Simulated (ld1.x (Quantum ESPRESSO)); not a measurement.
## PBEsol TM dataset for holmium (Ho), scalar-relativistic all-electron reference.

ld1.x (Quantum ESPRESSO) 7.5 was run on this input:

```
&input
   title='Ho', zed=67., rel=1, dft='PBESOL', iswitch=3,
   config='[Xe] 4f11 5d0 6s2 6p0',
   nld=4, rlderiv=3.40, eminld=-4.0, emaxld=5.0, deld=0.02
 /
 &inputp
   pseudotype=2, tm=.true., lloc=-1, rcloc=1.55,
   nlcc=.true., new_core_ps=.true., rcore=0.70,
   file_pseudopw='Ho.UPF', file_wfcaegen='ae.wfc', file_wfcncgen='nc.wfc', file_beta='beta', file_chi='chi'
 /
4
6S  1  0   2.00   0.00  2.85  2.85  0.0
5P  2  1   6.00   0.00  1.90  1.90  0.0
5D  3  2   0.00   0.00  3.15  3.15  0.0
4F  4  3  11.00   0.00  1.30  1.30  0.0
 &test
   configts(1)='4f11 5p6 5d0 6s2 6p0'
 /
```

Command:

```bash
ld1.x < Ho.in > Ho.out
```

The program printed (shortened: banner, matrices, multipoles, cross overlaps and the repeated all-electron block are left out):

```
Program LD1 v.7.5
     --------------------------- All-electron run ----------------------------

     Ho
     scalar relativistic calculation

     atomic number is 67.00
     dft =PBESOL   lsd =0 sic =0 latt =0  beta=0.20 tr2=1.0E-14
     Exchange-correlation= PBESOL
                           (   1   4  10   8   0   0   0)
     mesh =1265 r(mesh) =  99.01857 a.u. xmin = -7.00 dx = 0.01250
     1 Ry =  13.60569312 eV, c = 137.03599908

     n l     nl                  e(Ry)          e(Ha)          e(eV)
     1 0     1S 1( 2.00)     -4077.6071     -2038.8036    -55478.6712
     2 0     2S 1( 2.00)      -682.0641      -341.0320     -9279.9548
     2 1     2P 1( 6.00)      -604.2869      -302.1434     -8221.7421
     3 0     3S 1( 2.00)      -152.3181       -76.1590     -2072.3932
     3 1     3P 1( 6.00)      -128.5556       -64.2778     -1749.0882
     4 0     4S 1( 2.00)       -30.0656       -15.0328      -409.0635
     4 1     4P 1( 6.00)       -22.2458       -11.1229      -302.6697
     3 2     3D 1(10.00)       -98.4044       -49.2022     -1338.8605
     5 0     5S 1( 2.00)        -3.7056        -1.8528       -50.4178
     5 1     5P 1( 6.00)        -1.9033        -0.9517       -25.8962
     4 2     4D 1(10.00)       -11.6885        -5.8443      -159.0303
     4 3     4F 1(11.00)        -0.2342        -0.1171        -3.1868
     5 2     5D 1( 0.00)        -0.0778        -0.0389        -1.0587
     6 0     6S 1( 2.00)        -0.2797        -0.1399        -3.8059
     6 1     6P 1( 0.00)        -0.0828        -0.0414        -1.1269

     final scf error:  9.6E-15 reached in  30 iterations

     Etot =  -25224.498643 Ry,  -12612.249321 Ha, -343196.787715 eV

     Ekin =   27281.050654 Ry,   13640.525327 Ha,  371177.603276 eV
     Encl =  -61828.697018 Ry,  -30914.348509 Ha, -841222.277822 eV
     Eh   =    9855.420429 Ry,    4927.710215 Ha,  134089.825957 eV
     Exc  =    -532.272708 Ry,    -266.136354 Ha,   -7241.939126 eV

     normalization and overlap integrals

     s(1S/1S) =  1.000000  <r> =   0.0207  <r2> =    0.0006  r(max) =   0.0132
     s(2S/2S) =  1.000000  <r> =   0.0881  <r2> =    0.0092  r(max) =   0.0749
     s(2P/2P) =  1.000000  <r> =   0.0781  <r2> =    0.0074  r(max) =   0.0605
     s(3S/3S) =  1.000000  <r> =   0.2299  <r2> =    0.0604  r(max) =   0.2113
     s(3P/3P) =  1.000000  <r> =   0.2289  <r2> =    0.0607  r(max) =   0.2086
     s(4S/4S) =  1.000000  <r> =   0.5189  <r2> =    0.3040  r(max) =   0.4821
     s(4P/4P) =  1.000000  <r> =   0.5503  <r2> =    0.3446  r(max) =   0.5068
     s(3D/3D) =  1.000000  <r> =   0.2079  <r2> =    0.0507  r(max) =   0.1687
     s(5S/5S) =  1.000000  <r> =   1.2765  <r2> =    1.8369  r(max) =   1.1278
     s(5P/5P) =  1.000000  <r> =   1.5214  <r2> =    2.6431  r(max) =   1.2941
     s(4D/4D) =  1.000000  <r> =   0.5966  <r2> =    0.4134  r(max) =   0.5261
     s(4F/4F) =  1.000001  <r> =   0.8560  <r2> =    1.0308  r(max) =   0.5261
     s(5D/5D) =  1.000000  <r> =   3.5465  <r2> =   16.4025  r(max) =   2.1071
     s(6S/6S) =  1.000000  <r> =   4.0473  <r2> =   18.6789  r(max) =   3.4308
     s(6P/6P) =  1.000000  <r> =   5.8534  <r2> =   39.7455  r(max) =   4.7484

     ------------------------ End of All-electron run ------------------------

     --------------------- Generating NC pseudopotential ---------------------

      Generating local potential from pseudized AE potential:
      Matching radius rcloc =   1.5500

      Local pseudo, rcloc= 1.561 Estimated cut-off energy=    10.25 Ry

      Computing core charge for nlcc:

       r > 0.70 : true rho core
      Core charge pseudized with two Bessel functions
      Integrated core pseudo-charge :  29.21

      Wfc   6S  rcut= 2.844  Using Troullier-Martins method

      Wfc   5P  rcut= 1.907  Using Troullier-Martins method

      Wfc   5D  rcut= 3.143  Using Troullier-Martins method

      Wfc   4F  rcut= 1.310  Using Troullier-Martins method

     ------------------- End of pseudopotential generation -------------------

     Computing logarithmic derivative in   3.40954
     Computing logarithmic derivative in   3.40954
     Computing the partial wave expansion
     R is outside the sphere for l=    0 j= 0.00
     R is outside the sphere for l=    1 j= 0.00
     R is outside the sphere for l=    2 j= 0.00
     R is outside the sphere for l=    3 j= 0.00

     ---------------------- Testing the pseudopotential ----------------------

     Ho
     scalar relativistic calculation

     atomic number is 67.00   valence charge is 19.00
     dft =PBESOL   lsd =0 sic =0 latt =0  beta=0.20 tr2=1.0E-14
     mesh =1265 r(mesh) =  99.01857 xmin = -7.00 dx = 0.01250

     n l     nl             e AE (Ry)        e PS (Ry)    De AE-PS (Ry)
     4 3     4F   1(11.00)       -0.23422       -0.23422       -0.00000
     2 1     5P   1( 6.00)       -1.90334       -1.90334        0.00001
     3 2     5D   1( 0.00)       -0.07781       -0.07781       -0.00000
     1 0     6S   1( 2.00)       -0.27972       -0.27972        0.00000
     3 1     6P   1( 0.00)       -0.08283       -0.08392        0.00109

     eps = 4.2E-15  iter =  7

     Etot =  -25224.498643 Ry,  -12612.249321 Ha, -343196.787715 eV
     Etotps =  -381.511121 Ry,    -190.755561 Ha,   -5190.723241 eV

     Ekin =     353.329150 Ry,     176.664575 Ha,    4807.287987 eV
     Encl =    -643.598393 Ry,    -321.799197 Ha,   -8756.602230 eV
     Ehrt =     259.585900 Ry,     129.792950 Ha,    3531.846091 eV
     Ecxc =    -156.748342 Ry,     -78.374171 Ha,   -2132.669835 eV
     (Ecc =    -111.778849 Ry,     -55.889424 Ha,   -1520.828715 eV)
     Epseu=    -194.079436 Ry,     -97.039718 Ha,   -2640.585254 eV

     ---------------------- End of pseudopotential test ----------------------
```

Note: ghost state, extra bound levels that the all-electron valence spectrum of the same l lacks: s at -117.4 eV. A true bound ghost makes a file unfit for plane-wave use.

Generation and configuration tests took about 2.9 s on one core of a shared server CPU.

Transferability test of the new file with ld1.x, input:

```
&input
   title='Ho', zed=67., rel=1, dft='PBESOL', iswitch=2,
   config='[Xe] 4f11 5d0 6s2 6p0'
 /
 &test
   file_pseudo='Ho.UPF', nconf=8,
   configts(1)='4f11 5p6 5d0 6s2 6p0',
   configts(2)='4f11 5p6 5d0 6s1 6p0',
   configts(3)='4f11 5p6 5d0 6s0 6p0',
   configts(4)='4f10 5p6 5d0 6s0 6p0',
   configts(5)='4f11 5p6 5d1 6s0 6p0',
   configts(6)='4f11 5p6 5d0.5 6s1.5 6p0',
   configts(7)='4f11 5p6 5d0 6s0 6p1',
   configts(8)='4f11 5p5 5d0 6s2 6p0'
 /
```

```bash
ld1.x < Ho.test.in > Ho.test.out
```

Pseudopotential blocks of its output, shortened (energy terms left out; the distinct warnings before each block abridged to one line each):

```
     ---------------------- Testing the pseudopotential ----------------------

     n l     nl             e AE (Ry)        e PS (Ry)    De AE-PS (Ry)
     4 3     4F   1(11.00)       -0.23422       -0.23422       -0.00000
     2 1     5P   1( 6.00)       -1.90334       -1.90334        0.00001
     3 2     5D   1( 0.00)       -0.07781       -0.07781       -0.00000
     1 0     6S   1( 2.00)       -0.27972       -0.27973        0.00000
     3 1     6P   1( 0.00)       -0.08283       -0.08392        0.00109

     eps = 1.3E-15  iter = 10

     Etot =  -25224.498643 Ry,  -12612.249321 Ha, -343196.787714 eV
     Etotps =  -381.511125 Ry,    -190.755562 Ha,   -5190.723286 eV

     ---------------------- End of pseudopotential test ----------------------

          ---------------------- Testing the pseudopotential ----------------------

     n l     nl             e AE (Ry)        e PS (Ry)    De AE-PS (Ry)
     4 3     4F   1(11.00)       -0.71335       -0.70591       -0.00744  !
     2 1     5P   1( 6.00)       -2.38671       -2.38216       -0.00455
     3 2     5D   1( 0.00)       -0.49837       -0.49677       -0.00159
     1 0     6S   1( 1.00)       -0.65706       -0.65688       -0.00018
     3 1     6P   1( 0.00)       -0.39781       -0.39940        0.00159

     eps = 6.3E-15  iter = 11

     Etot =  -25224.033918 Ry,  -12612.016959 Ha, -343190.464806 eV
     Etotps =  -381.046401 Ry,    -190.523201 Ha,   -5184.400402 eV
     dEtot_ae =       0.464725 Ry
     dEtot_ps =       0.464723 Ry,   Delta E=       0.000002 Ry

     ---------------------- End of pseudopotential test ----------------------

          Warning: n=1, l=0 expected 0 nodes, found 1
     ---------------------- Testing the pseudopotential ----------------------

     n l     nl             e AE (Ry)        e PS (Ry)    De AE-PS (Ry)
     4 3     4F   1(11.00)       -1.27202       -1.25787       -0.01414  !
     2 1     5P   1( 6.00)       -2.94826       -2.94245       -0.00580  !
     3 2     5D   1( 0.00)       -0.98869       -0.98835       -0.00034
     1 0     6S   1( 0.00)       -1.06666       -1.06666        0.00000
     3 1     6P   1( 0.00)       -0.73905       -0.74410        0.00504  !

     eps = 6.4E-15  iter =  9

     Etot =  -25223.174249 Ry,  -12611.587125 Ha, -343178.768425 eV
     Etotps =  -380.185049 Ry,    -190.092525 Ha,   -5172.681108 eV
     dEtot_ae =       1.324393 Ry
     dEtot_ps =       1.326076 Ry,   Delta E=      -0.001682 Ry

     ---------------------- End of pseudopotential test ----------------------

          ---------------------- Testing the pseudopotential ----------------------

     n l     nl             e AE (Ry)        e PS (Ry)    De AE-PS (Ry)
     4 3     4F   1(10.00)       -2.58273       -2.58427        0.00154
     2 1     5P   1( 6.00)       -4.00925       -4.01140        0.00215
     3 2     5D   1( 0.00)       -1.82868       -1.81987       -0.00881  !
     1 0     6S   1( 0.00)       -1.70456       -1.70456        0.00000
     3 1     6P   1( 0.00)       -1.27998       -1.29566        0.01568  !

     eps = 1.1E-15  iter = 14

     Etot =  -25221.263076 Ry,  -12610.631538 Ha, -343152.765586 eV
     Etotps =  -378.283800 Ry,    -189.141900 Ha,   -5146.813300 eV
     dEtot_ae =       3.235567 Ry
     dEtot_ps =       3.227324 Ry,   Delta E=       0.008242 Ry

     ---------------------- End of pseudopotential test ----------------------

          ---------------------- Testing the pseudopotential ----------------------

     n l     nl             e AE (Ry)        e PS (Ry)    De AE-PS (Ry)
     4 3     4F   1(11.00)       -0.59367       -0.58480       -0.00887  !
     2 1     5P   1( 6.00)       -2.26682       -2.26229       -0.00453
     3 2     5D   1( 1.00)       -0.41951       -0.41972        0.00021
     1 0     6S   1( 0.00)       -0.59815       -0.59983        0.00167
     3 1     6P   1( 0.00)       -0.35600       -0.35815        0.00215

     eps = 5.4E-15  iter = 10

     Etot =  -25223.864843 Ry,  -12611.932421 Ha, -343188.164426 eV
     Etotps =  -380.875774 Ry,    -190.437887 Ha,   -5182.078900 eV
     dEtot_ae =       0.633800 Ry
     dEtot_ps =       0.635351 Ry,   Delta E=      -0.001551 Ry

     ---------------------- End of pseudopotential test ----------------------

          ---------------------- Testing the pseudopotential ----------------------

     n l     nl             e AE (Ry)        e PS (Ry)    De AE-PS (Ry)
     4 3     4F   1(11.00)       -0.20643       -0.20467       -0.00176
     2 1     5P   1( 6.00)       -1.87487       -1.87390       -0.00098
     3 2     5D   1( 0.50)       -0.06616       -0.06622        0.00005
     1 0     6S   1( 1.50)       -0.27198       -0.27228        0.00030
     3 1     6P   1( 0.00)       -0.08196       -0.08293        0.00097

     eps = 4.4E-15  iter = 12

     Etot =  -25224.396686 Ry,  -12612.198343 Ha, -343195.400517 eV
     Etotps =  -381.409030 Ry,    -190.704515 Ha,   -5189.334222 eV
     dEtot_ae =       0.101957 Ry
     dEtot_ps =       0.102094 Ry,   Delta E=      -0.000137 Ry

     ---------------------- End of pseudopotential test ----------------------

          ---------------------- Testing the pseudopotential ----------------------

     n l     nl             e AE (Ry)        e PS (Ry)    De AE-PS (Ry)
     4 3     4F   1(11.00)       -0.81551       -0.79815       -0.01736  !
     2 1     5P   1( 6.00)       -2.49088       -2.48224       -0.00864  !
     3 2     5D   1( 0.00)       -0.57364       -0.57151       -0.00213
     1 0     6S   1( 0.00)       -0.71217       -0.71300        0.00084
     3 1     6P   1( 1.00)       -0.45310       -0.45436        0.00126

     eps = 3.0E-15  iter = 14

     Etot =  -25223.774950 Ry,  -12611.887475 Ha, -343186.941369 eV
     Etotps =  -380.788476 Ry,    -190.394238 Ha,   -5180.891150 eV
     dEtot_ae =       0.723693 Ry
     dEtot_ps =       0.722649 Ry,   Delta E=       0.001044 Ry

     ---------------------- End of pseudopotential test ----------------------

          BEWARE! Errors in PS-KS equations
     Warning: n=2, l=1 expected 0 nodes, found 1
     Warning: n=3, l=1 expected 1 nodes, found 3
     Warning: n=3, l=2 expected 0 nodes, found 4
     ---------------------- Testing the pseudopotential ----------------------

     n l     nl             e AE (Ry)        e PS (Ry)    De AE-PS (Ry)
     4 3     4F   1(11.00)       -1.08822       -1.06278       -0.02544  !
     2 1     5P   1( 5.00)       -2.71805       -3.46440        0.74635  !
     3 2     5D   1( 0.00)       -0.69819       -0.69819        0.00000
     1 0     6S   1( 2.00)       -0.77663       -0.92838        0.15175  !
     3 1     6P   1( 0.00)       -0.47314       -0.47314        0.00000

     eps = 5.3E-16  iter = 40

     Etot =  -25222.201242 Ry,  -12611.100621 Ha, -343165.529990 eV
     Etotps =  -142.648184 Ry,     -71.324092 Ha,   -1940.827416 eV
     dEtot_ae =       2.297400 Ry
     dEtot_ps =     238.862941 Ry,   Delta E=    -236.565540 Ry

     ---------------------- End of pseudopotential test ----------------------
```
